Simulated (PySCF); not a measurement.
Species: C5H6N2O.
SMILES with atom numbers: `[CH3:1][n:2]1[n:3][cH:4][cH:5][c:6]1[CH:7]=[O:8]`

Geometry (GFN2-xTB, Å), atoms numbered from 1 in this order:
```
atom  x, y, z in Å
C1    -1.7774   -0.6274    0.1964
N2    -0.3551   -0.5654    0.0382
N3     0.3582   -1.6633   -0.0401
C4     1.6260   -1.2922   -0.1812
C5     1.7328    0.0933   -0.1938
C6     0.4215    0.5507   -0.0485
C7    -0.0826    1.9011    0.0058
O8    -1.2413    2.2224    0.1352
H9    -2.2753   -0.1313   -0.6378
H10   -2.0595   -1.6778    0.2305
H11   -2.0802   -0.1267    1.1169
H12    2.3967   -2.0316   -0.2660
H13    2.6178    0.6873   -0.2921
H14    0.7178    2.6605   -0.0858
```

NICS is the negative of the GIAO shielding at a point without a nucleus: at the ring centre (0) and 1 Å above and below it (1); zz is the component along the ring normal. Level: GIAO PBE0/pcSseg-1 (PySCF, non-relativistic, gas phase) on the GFN2-xTB geometry, one conformer.

Ring bond lengths (Å), with Mayer bond orders in brackets: N2–N3 1.312 (1.29), N3–C4 1.329 (1.46), C4–C5 1.390 (1.41), C5–C6 1.396 (1.28), C6–N2 1.362 (1.01).

Give the NICS values of each ring in ppm.

```json
{"ring": "N2–N3–C4–C5–C6", "type": "5-membered ring with 2 N; formal bonds all aromatic", "NICS(0)": "-12.6", "NICS(1), two faces": "-12.1 / -12.1", "NICS(1)zz, two faces": "-30.3 / -30.3", "rms pucker (Å)": "0.00", "centre to ring atoms, mean (Å)": "1.15"}
```

What do they say, and how far can they be read as aromaticity?

- N2–N3–C4–C5–C6: mean NICS(1)zz -30.3 ppm, shielded. For a flat ring without four-coordinate atoms the NICS criterion counts such a value as aromatic.

What does the geometric index give? HOMA = 1 − mean of α(R − Ropt)² over the ring bonds, with Krygowski's 1993 parameters (CC: Ropt 1.388 Å, α 257.7 Å⁻²; CN: Ropt 1.334 Å, α 93.52 Å⁻²; NN: Ropt 1.309 Å, α 130.33 Å⁻²).

- N2–N3–C4–C5–C6: HOMA 0.98; the largest term is that of C6–N2, α(R − Ropt)² = 0.08. The geometric and the magnetic index point the same way.

What field does 11.7 T along the ring normal induce along that normal at the second NICS(1) probe listed for ring N2–N3–C4–C5–C6, 1 Å off the ring?

NICSzz × B0 = -30.3 ppm × 11.7 T = -355 μT, against the applied field.

Give the inner angles of the rings and the Hirshfeld charges of the ring atoms.

- N2–N3–C4–C5–C6: N2 111.8° (+0.063 e), N3 106.9° (-0.121 e), C4 110.7° (-0.030 e), C5 104.7° (-0.081 e), C6 105.9° (+0.006 e); sum 540.0° against 540° for a flat convex ring.

How shielded are the nuclei of the rings and their hydrogens (means over atoms taken as equivalent)?

```json
{"atoms": "N2", "environment": "pyrrole-type nitrogen", "σ isotropic (ppm)": "32.1", "principal values of the symmetric part, first atom (ppm)": "-85.7, 44.6, 137.5"}
{"atoms": "N3", "environment": "pyridine-type nitrogen", "σ isotropic (ppm)": "-102.4", "principal values of the symmetric part, first atom (ppm)": "-341.7, -108.0, 142.4"}
{"atoms": "C4", "environment": "aromatic CH next to a ring nitrogen", "σ isotropic (ppm)": "45.9", "principal values of the symmetric part, first atom (ppm)": "-39.9, 42.1, 135.5"}
{"atoms": "C5", "environment": "aromatic CH carbon", "σ isotropic (ppm)": "65.1", "principal values of the symmetric part, first atom (ppm)": "-8.1, 44.2, 159.1"}
{"atoms": "C6", "environment": "substituted aromatic carbon", "σ isotropic (ppm)": "43.2", "principal values of the symmetric part, first atom (ppm)": "-4.1, 6.7, 127.0"}
{"atoms": "H12", "environment": "aromatic hydrogen", "σ isotropic (ppm)": "24.14", "principal values of the symmetric part, first atom (ppm)": "21.8, 24.6, 26.0"}
{"atoms": "H13", "environment": "aromatic hydrogen", "σ isotropic (ppm)": "24.81", "principal values of the symmetric part, first atom (ppm)": "23.2, 25.1, 26.2"}
```
